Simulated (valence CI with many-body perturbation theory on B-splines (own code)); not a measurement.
E1 transitions of Ho XXXV

Calculated by configuration interaction combined with many-body perturbation theory (CI+MBPT): five valence electrons over a frozen Dirac-Fock core [Ar] 3d10, a basis of 9 s, 9 p, 8 d, 6 f, 3 g, 1 h functions for each j, with the one-electron correlation potential Σ1 (screened to all orders), the two-electron term Σ2, the three-electron term Σ3, Breit, model QED; selected single and double excitations, second order for the rest (own B-spline code, finite nucleus).

No measured spectrum was set against this ion. As an estimate, large intervals hold to a few tenths of a per cent, small ones and those within an open d or f shell to about a per cent. Among the levels kept, up to 300 cm⁻¹ of a level comes from second order outside the variational space, and about a tenth of that is noise between levels of different J, which matters for small intervals.

Lines 1 to 50 of 220 in falling wavelength, among levels below 281.33 eV, chosen from the strongest by gf and those to the six lowest levels. Wavelengths and rates use the calculated energies. Electric multipoles are in the length gauge, E1 and E2 with the static RPA response of the core. Weak lines are less certain than strong ones. Lines between different terms over intervals too small for the method are left out, as are lines whose strength nearly cancels. The highest levels of a list are the least certain.

Levels are named by their leading jj configuration (3d3/2^4 stands for four electrons in 3d with j = 3/2), which in mixed levels can hold well under half, so a name can repeat and another be missing. Letters in brackets count levels of one name in rising energy.

```
λ vac (nm)                               Upper                               Lower   A (s⁻¹)  S (a.u.) with core polarisation  S without
     77.24          (4s^2 4p1/2^2 4d3/2) J=3/2                (4s^2 4p3/2^3) J=3/2  3.07e+05                         2.79e-04   2.98e-04
     74.83          (4s 4p1/2^2 4p3/2^2) J=5/2                (4s^2 4p3/2^3) J=3/2  2.88e+05                         3.58e-04   3.82e-04
     39.47          (4s 4p1/2^2 4p3/2^2) J=1/2                (4s^2 4p3/2^3) J=3/2  1.51e+07                         9.15e-04   9.76e-04
     36.19          (4s 4p1/2^2 4p3/2^2) J=3/2                (4s^2 4p3/2^3) J=3/2  3.67e+07                         3.44e-03   3.67e-03
     34.21          (4s^2 4p1/2^2 4d5/2) J=5/2                (4s^2 4p3/2^3) J=3/2  2.45e+05                         2.90e-05   3.12e-05
     22.43  (4s 4p1/2^2 4p3/2 4d3/2) J=3/2 [a]  (4s^2 4p1/2 4p3/2 4d3/2) J=1/2 [c]  2.34e+08                         5.22e-03   5.59e-03
     20.31  (4s 4p1/2^2 4p3/2 4d3/2) J=5/2 [a]  (4s^2 4p1/2 4p3/2 4d3/2) J=3/2 [b]  1.43e+09                         3.55e-02   3.80e-02
     19.80  (4s 4p1/2^2 4p3/2 4d3/2) J=3/2 [b]  (4s^2 4p1/2 4p3/2 4d5/2) J=5/2 [a]  3.27e+08                         5.01e-03   5.35e-03
     19.61  (4s 4p1/2^2 4p3/2 4d3/2) J=3/2 [a]  (4s^2 4p1/2 4p3/2 4d3/2) J=1/2 [b]  3.22e+08                         4.79e-03   5.13e-03
     19.61  (4s 4p1/2^2 4p3/2 4d3/2) J=1/2 [a]  (4s^2 4p1/2 4p3/2 4d3/2) J=1/2 [b]  1.02e+09                         7.59e-03   8.12e-03
     19.47  (4s 4p1/2^2 4p3/2 4d3/2) J=1/2 [b]  (4s^2 4p1/2 4p3/2 4d5/2) J=3/2 [c]  9.62e+08                         7.01e-03   7.49e-03
     19.47      (4s 4p1/2^2 4p3/2 4d3/2) J=7/2      (4s^2 4p1/2 4p3/2 4d5/2) J=9/2  2.03e+08                         5.92e-03   6.31e-03
     19.38      (4s 4p1/2^2 4p3/2 4d3/2) J=7/2  (4s^2 4p1/2 4p3/2 4d3/2) J=5/2 [b]  2.87e+09                         8.27e-02   8.84e-02
     19.10  (4s 4p1/2^2 4p3/2 4d3/2) J=5/2 [b]  (4s^2 4p1/2 4p3/2 4d5/2) J=7/2 [b]  6.68e+08                         1.38e-02   1.47e-02
     18.92      (4s 4p1/2^2 4p3/2 4d5/2) J=5/2  (4s^2 4p1/2 4p3/2 4d5/2) J=5/2 [b]  2.84e+08                         5.69e-03   6.08e-03
     18.89      (4s 4p1/2^2 4p3/2 4d5/2) J=3/2  (4s^2 4p1/2 4p3/2 4d5/2) J=3/2 [b]  8.24e+08                         1.10e-02   1.17e-02
     18.76  (4s^2 4p1/2 4p3/2 4d3/2) J=3/2 [a]                (4s^2 4p3/2^3) J=3/2  7.57e+06                         9.88e-05   1.06e-04
     18.53  (4s^2 4p1/2 4p3/2 4d3/2) J=5/2 [a]                (4s^2 4p3/2^3) J=3/2  2.30e+08                         4.33e-03   4.64e-03
     18.48  (4s^2 4p1/2 4p3/2 4d3/2) J=1/2 [a]                (4s^2 4p3/2^3) J=3/2  2.68e+08                         1.67e-03   1.79e-03
     18.45          (4s^2 4p1/2^2 4d3/2) J=3/2          (4s^2 4p1/2 4p3/2^2) J=1/2  1.71e+06                         2.12e-05   2.19e-05
     18.44  (4s 4p1/2^2 4p3/2 4d3/2) J=5/2 [b]  (4s^2 4p1/2 4p3/2 4d5/2) J=5/2 [a]  4.45e+08                         8.27e-03   8.85e-03
     18.24      (4s 4p1/2^2 4p3/2 4d5/2) J=5/2  (4s^2 4p1/2 4p3/2 4d5/2) J=3/2 [b]  1.12e+09                         2.01e-02   2.15e-02
     17.88            (4s 4p1/2 4p3/2^3) J=3/2                (4s^2 4p3/2^3) J=3/2  1.03e+09                         1.16e-02   1.25e-02
     17.65      (4s 4p1/2^2 4p3/2 4d5/2) J=7/2  (4s^2 4p1/2 4p3/2 4d5/2) J=5/2 [b]  3.65e+09                         7.93e-02   8.48e-02
     17.57      (4s 4p1/2^2 4p3/2 4d5/2) J=3/2  (4s^2 4p1/2 4p3/2 4d3/2) J=1/2 [c]  7.81e+08                         8.36e-03   8.95e-03
     17.53  (4s 4p1/2^2 4p3/2 4d3/2) J=3/2 [b]  (4s^2 4p1/2 4p3/2 4d3/2) J=3/2 [b]  2.93e+09                         3.11e-02   3.33e-02
     17.47  (4s 4p1/2^2 4p3/2 4d3/2) J=3/2 [a]            (4s 4p1/2 4p3/2^3) J=5/2  4.17e+08                         4.39e-03   4.70e-03
     17.44      (4s 4p1/2^2 4p3/2 4d5/2) J=5/2  (4s^2 4p1/2 4p3/2 4d5/2) J=5/2 [a]  1.94e+09                         3.05e-02   3.26e-02
     17.38  (4s 4p1/2^2 4p3/2 4d3/2) J=3/2 [b]  (4s^2 4p1/2 4p3/2 4d3/2) J=5/2 [b]  1.04e+09                         1.08e-02   1.15e-02
     17.14  (4s 4p1/2^2 4p3/2 4d3/2) J=3/2 [b]  (4s^2 4p1/2 4p3/2 4d3/2) J=1/2 [b]  7.64e+08                         7.59e-03   8.11e-03
     17.12      (4s 4p1/2^2 4p3/2 4d5/2) J=9/2      (4s^2 4p1/2 4p3/2 4d5/2) J=9/2  4.19e+09                         1.04e-01   1.11e-01
     16.96          (4s^2 4p1/2^2 4d3/2) J=3/2          (4s^2 4p1/2 4p3/2^2) J=5/2  1.28e+09                         1.24e-02   1.32e-02
     16.89  (4s 4p1/2^2 4p3/2 4d3/2) J=1/2 [b]  (4s^2 4p1/2 4p3/2 4d3/2) J=1/2 [c]  1.28e+09                         6.09e-03   6.52e-03
     16.87      (4s 4p1/2^2 4p3/2 4d5/2) J=7/2  (4s^2 4p1/2 4p3/2 4d5/2) J=7/2 [b]  3.79e+09                         7.19e-02   7.69e-02
     16.85          (4s 4p1/2^2 4p3/2^2) J=5/2          (4s^2 4p1/2 4p3/2^2) J=5/2  4.26e+09                         6.03e-02   6.46e-02
     16.85  (4s 4p1/2^2 4p3/2 4d3/2) J=5/2 [a]      (4s^2 4p1/2 4p3/2 4d3/2) J=7/2  1.56e+09                         2.21e-02   2.36e-02
     16.78      (4s 4p1/2^2 4p3/2 4d5/2) J=3/2  (4s^2 4p1/2 4p3/2 4d5/2) J=3/2 [a]  2.13e+09                         1.99e-02   2.13e-02
     16.55            (4s 4p1/2 4p3/2^3) J=5/2                (4s^2 4p3/2^3) J=3/2  4.28e+09                         5.74e-02   6.15e-02
     16.45  (4s 4p1/2^2 4p3/2 4d3/2) J=5/2 [b]  (4s^2 4p1/2 4p3/2 4d3/2) J=3/2 [b]  9.65e+08                         1.27e-02   1.36e-02
     16.35      (4s 4p1/2^2 4p3/2 4d5/2) J=7/2  (4s^2 4p1/2 4p3/2 4d5/2) J=5/2 [a]  1.22e+09                         2.11e-02   2.26e-02
     16.33      (4s 4p1/2^2 4p3/2 4d3/2) J=7/2      (4s^2 4p1/2 4p3/2 4d3/2) J=7/2  5.03e+09                         8.64e-02   9.24e-02
     16.32  (4s 4p1/2^2 4p3/2 4d3/2) J=5/2 [b]  (4s^2 4p1/2 4p3/2 4d3/2) J=5/2 [b]  1.97e+09                         2.53e-02   2.71e-02
     16.27      (4s 4p1/2^2 4p3/2 4d5/2) J=5/2  (4s^2 4p1/2 4p3/2 4d5/2) J=3/2 [a]  2.72e+09                         3.47e-02   3.71e-02
     16.20  (4s 4p1/2^2 4p3/2 4d3/2) J=3/2 [a]            (4s 4p1/2 4p3/2^3) J=3/2  1.18e+09                         9.93e-03   1.06e-02
     16.12      (4s 4p1/2^2 4p3/2 4d5/2) J=3/2  (4s^2 4p1/2 4p3/2 4d3/2) J=3/2 [b]  7.72e+08                         6.39e-03   6.86e-03
     16.00      (4s 4p1/2^2 4p3/2 4d5/2) J=9/2  (4s^2 4p1/2 4p3/2 4d5/2) J=7/2 [a]  8.84e+09                         1.79e-01   1.91e-01
     15.94          (4s^2 4p1/2^2 4d3/2) J=3/2          (4s^2 4p1/2 4p3/2^2) J=3/2  2.54e+08                         2.03e-03   2.17e-03
     15.84          (4s 4p1/2^2 4p3/2^2) J=5/2          (4s^2 4p1/2 4p3/2^2) J=3/2  7.04e+09                         8.28e-02   8.86e-02
     15.81  (4s 4p1/2^2 4p3/2 4d3/2) J=5/2 [a]  (4s^2 4p1/2 4p3/2 4d3/2) J=5/2 [a]  5.58e+09                         6.53e-02   6.98e-02
     15.79      (4s 4p1/2^2 4p3/2 4d5/2) J=3/2  (4s^2 4p1/2 4p3/2 4d3/2) J=1/2 [b]  1.72e+09                         1.34e-02   1.44e-02
```
